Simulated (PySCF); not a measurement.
PySCF input file for H₄NSi, SMILES [NH][SiH3], multiplicity 2, PBE-D3(BJ)/def2-TZVP. The structure is a stationary point at PBE-D3(BJ)/def2-TZVP. The geometry has at least one imaginary mode, so it is a saddle point at that level. The isomer is the one that the SMILES or the coordinates give; other isomers of the formula were not compared.

```python
import numpy as np
from pyscf import gto, scf, dft, df
from pyscf.hessian import thermo

mol = gto.M(
    atom='''
    N     0.13184820    1.23179330   -0.00000000
    Si   -0.01435357   -0.51819933    0.00000000
    H    -0.76904698    1.73428621    0.00000000
    H     0.72185287   -1.00064172    1.21351852
    H     0.72185284   -1.00064172   -1.21351853
    H    -1.39664619   -1.10076520    0.00000002
    ''',
    basis='def2-TZVP',
    charge=0,
    spin=1,
    max_memory=1600,
    verbose=3,
)
mf = dft.UKS(mol, xc='pbe').density_fit(auxbasis='def2-universal-jkfit')
mf.disp = 'd3bj'
mf.grids.level = 3
mf.conv_tol = 1e-11
mf.max_cycle = 100
mf.kernel()
fine, coarse = mf.grids, dft.Grids(mol).set(level=1).build(with_non0tab=True)
for _ in range(3):  # follow internal instabilities
    mf.grids = coarse
    mo, _, stable, _ = mf.stability(return_status=True, nroots=4)
    mf.grids = fine
    if stable:
        break
    mf.kernel(mf.make_rdm1(mo, mf.mo_occ))

# [left out here: the lines that compute and print the analytic Hessian (its translational invariance restored by hand, since the grid's response is missing), thermochemistry and intensities]
```

Program output:

```

WARN: HOMO -0.26943279714872 >= LUMO -0.269432797148724

converged SCF energy = -346.392783351785  <S^2> = 0.75328439  2S+1 = 2.0032817
<class 'pyscf.df.df_jk.DFUKS'> wavefunction is stable in the internal stability analysis

WARN: DFTD3 does not support analytical Hessian, using finite difference


WARN: Mole.unit (angstrom) is changed to Bohr

Mode                                 0                   1                   2
Irrep
Freq [cm^-1]                     -108.4652            560.8499            599.6725
Reduced mass [au]                   1.0619              1.1387              1.2339
Force const [Dyne/A]               -0.0074              0.2110              0.2614
Char temp [K]                    -156.0572            806.9381            862.7952
Normal mode                   x     y     z       x     y     z       x     y     z
       0   N                 0.00 -0.00  0.06   -0.02  0.07  0.00    0.00 -0.00  0.08
       1  Si                 0.00  0.00  0.01    0.04 -0.02 -0.00   -0.00  0.00 -0.06
       2   H                 0.00  0.00 -0.87   -0.29 -0.39 -0.00    0.00  0.00 -0.16
       3   H                 0.17 -0.16 -0.17   -0.18 -0.32  0.01    0.04  0.56  0.15
       4   H                -0.17  0.16 -0.17   -0.18 -0.32 -0.01   -0.04 -0.56  0.15
       5   H                 0.00 -0.00  0.08   -0.21  0.57  0.00    0.00 -0.00  0.30
Mode                                 3                   4                   5
Irrep
Freq [cm^-1]                      744.7223            850.7904            863.4207
Reduced mass [au]                   5.6604              1.1685              1.0892
Force const [Dyne/A]                1.8496              0.4983              0.4784
Char temp [K]                    1071.4896           1224.0980           1242.2702
Normal mode                   x     y     z       x     y     z       x     y     z
       0   N                 0.05  0.20  0.00   -0.05  0.01  0.00   -0.06  0.04 -0.00
       1  Si                -0.02 -0.09 -0.00    0.05 -0.04 -0.00    0.01 -0.01 -0.00
       2   H                -0.09 -0.00 -0.00    0.22  0.46  0.00    0.26  0.58 -0.00
       3   H                -0.01  0.04  0.03   -0.37  0.18  0.32    0.14 -0.42 -0.24
       4   H                -0.01  0.04 -0.03   -0.37  0.18 -0.32    0.14 -0.42  0.24
       5   H                 0.07 -0.32  0.00   -0.07  0.21 -0.00   -0.00  0.03  0.00
Mode                                 6                   7                   8
Irrep
Freq [cm^-1]                      904.2260            922.5508           2134.0394
Reduced mass [au]                   1.0381              1.1041              1.0208
Force const [Dyne/A]                0.5001              0.5537              2.7390
Char temp [K]                    1300.9799           1327.3453           3070.4076
Normal mode                   x     y     z       x     y     z       x     y     z
       0   N                 0.00 -0.00 -0.00    0.01 -0.01 -0.00   -0.00  0.00  0.00
       1  Si                 0.00 -0.00 -0.03    0.02  0.05 -0.00    0.01  0.02 -0.00
       2   H                -0.00 -0.00 -0.03   -0.04 -0.10  0.00   -0.00  0.00 -0.00
       3   H                -0.36 -0.25  0.10   -0.39 -0.31  0.10    0.22 -0.14  0.36
       4   H                 0.36  0.25  0.10   -0.39 -0.31 -0.10    0.22 -0.14 -0.36
       5   H                -0.00  0.00  0.75    0.25 -0.55  0.00   -0.71 -0.29 -0.00
Mode                                 9                  10                  11
Irrep
Freq [cm^-1]                     2135.3739           2142.8024           3370.8033
Reduced mass [au]                   1.0499              1.0489              1.0747
Force const [Dyne/A]                2.8206              2.8375              7.1943
Char temp [K]                    3072.3276           3083.0156           4849.8355
Normal mode                   x     y     z       x     y     z       x     y     z
       0   N                -0.00  0.00 -0.00    0.00 -0.00 -0.00    0.06 -0.04  0.00
       1  Si                 0.00  0.00  0.04    0.04 -0.00 -0.00    0.00  0.00  0.00
       2   H                 0.00  0.00  0.02    0.00 -0.01 -0.00   -0.83  0.49 -0.00
       3   H                -0.35  0.23 -0.55   -0.25  0.17 -0.45   -0.00 -0.00 -0.00
       4   H                 0.35 -0.23 -0.55   -0.25  0.17  0.45   -0.00 -0.00  0.00
       5   H                -0.00 -0.00  0.02   -0.56 -0.24 -0.00   -0.00  0.00 -0.00
temperature 298.1500 [K]
pressure 101325.00 [Pa]
Rotational constants [GHz] 74.61905 13.28389 12.99854
Symmetry number 1
Zero-point energy (ZPE) 0.03469 [Eh]   91091.154 [J/mol]
                           tot       elec      trans        rot        vib
Entropy [J/mol/K]       256.760      5.763    156.529     86.819      7.648
Cv [J/mol/K]             45.874      0.000     12.472     12.472     20.930
Cp [J/mol/K]             54.188      0.000     20.786     12.472     20.930
Internal energy [J/mol]                      3718.434   3718.434  92848.913
Internal energy [Eh]   -346.35459  -346.39278
Enthalpy [J/mol]                             6197.391   3718.434  92848.913
Enthalpy [Eh]          -346.35364
Gibbs free energy [J/mol]                  -40471.738 -22166.665  90568.537
Gibbs free energy [Eh] -346.38280
mode   freq/cm-1   IR/(km/mol)
   1     -108.47        64.263
   2      560.85        39.961
   3      599.67        71.245
   4      744.72        22.385
   5      850.79        49.017
   6      863.42        67.117
   7      904.23        40.891
   8      922.55       108.570
   9     2134.04        47.634
  10     2135.37        67.962
  11     2142.80       100.202
  12     3370.80         3.932
max |gradient| / (hartree/bohr): 1.0577966073221546e-05
APT charges: [-0.4686  0.8952  0.1956 -0.1842 -0.1842 -0.2539]
```

Self-consistency was reached. The end point has an imaginary mode, so it is no minimum.
